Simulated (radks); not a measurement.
Initial-state core-level shifts of the arsenic ion As+ when its valence configuration changes from [Ar] 3d10 4s2 4p2. All-electron calculation, Dirac Kohn-Sham, PBE, spin-unpolarised, spherical densities, point nucleus; open shells fill j = l - 1/2 first. Program: a radial shooting solver on a logarithmic mesh with Libxc functionals. Shifts are changes of the shell-averaged eigenvalues in eV (positive: less bound).

3d10 4s1 4p3: 1s -1.794; 2s -1.724; 3s -1.762; 3p -1.754
3d10 4s0.5 4p3.5: 1s -2.660; 2s -2.557; 3s -2.615; 3p -2.603
3d8 4s2 4p4: 1s -27.630; 2s -30.588; 3s -24.274; 3p -23.794
3d9 4s2 4p3: 1s -13.389; 2s -14.776; 3s -11.973; 3p -11.732
3d9 4s1 4p4: 1s -15.048; 2s -16.383; 3s -13.600; 3p -13.349
3d7 4s2 4p5: 1s -42.702; 2s -47.395; 3s -36.850; 3p -36.145
3d9.5 4s1.5 4p3: 1s -7.457; 2s -8.096; 3s -6.796; 3p -6.672
3d8 4s1 4p5: 1s -29.172; 2s -32.093; 3s -25.784; 3p -25.295
3d10 4s1.5 4p2.5: 1s -0.907; 2s -0.872; 3s -0.891; 3p -0.887
